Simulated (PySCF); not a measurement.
# `InChI=1S/C4H7N3O/c1-3-4(8-2)6-7-5-3/h1-2H3,(H,5,6,7)`

Geometry (Å), atoms numbered from 1 in this order:
```xyz
15

C    -2.6118    0.1957    0.0936
O    -1.2877    0.6521    0.2922
C    -0.3386   -0.2185   -0.0951
N    -0.5807   -1.4304   -0.6294
N     0.5373   -2.0088   -0.8841
N     1.5210   -1.1944   -0.5274
C     1.0362   -0.0335   -0.0145
C     1.8661    1.0934    0.4692
H    -3.2597    0.9974    0.4413
H    -2.7955   -0.7179    0.6642
H    -2.7939   -0.0106   -0.9638
H     2.4852   -1.4653   -0.6420
H     2.7160    0.7274    1.0430
H     1.2586    1.7380    1.0980
H     2.2430    1.6835   -0.3669
```

Theory: GIAO B3LYP/pcSseg-1 magnetisability, rotational g tensor and spin-rotation constants, non-relativistic, gas phase in PySCF. Geometry: GFN2-xTB.

What are the magnetisability and the molar susceptibility?

Isotropic -1101 × 10⁻³⁰ J/T², or -66.3 × 10⁻⁶ cm³/mol; principal values -1523, -978, -802 × 10⁻³⁰ J/T², anisotropy 652 × 10⁻³⁰ J/T² (root of half the summed squared differences of the principal values). The susceptibility is in cgs units.

Split it along the inertial axes a, b, c into diamagnetic and paramagnetic parts about the centre of mass, with the quadrupole moment.


```
axis  χ (10⁻⁶ cm³/mol)  diamagnetic (10⁻⁶ cm³/mol)  paramagnetic (10⁻⁶ cm³/mol)  summed x² of all electrons (Å²)  quadrupole Θ (D Å)
   a             -50.1                      -442.1                        392.0                            157.4              +17.00
   b             -57.1                      -723.2                        666.1                             91.1              -13.06
   c             -91.7                     -1054.1                        962.3                             13.1               -3.94
```
Anisotropies 2χaa − χbb − χcc = +48.6 and 2χbb − χaa − χcc = +27.6 × 10⁻⁶ cm³/mol. Θ is traceless in Buckingham's convention.

And the rotational g tensor?


| axis | rotational constant (GHz) | g | nuclear part | electronic part |
| --- | --- | --- | --- | --- |
| a | 3.4699 | -0.0651 | 0.5739 | -0.6391 |
| b | 1.9416 | -0.0139 | 0.5937 | -0.6076 |
| c | 1.2647 | +0.0083 | 0.5801 | -0.5718 |

Asymmetric top; isotopes 12C, 1H, 14N, 16O; no vibrational averaging.
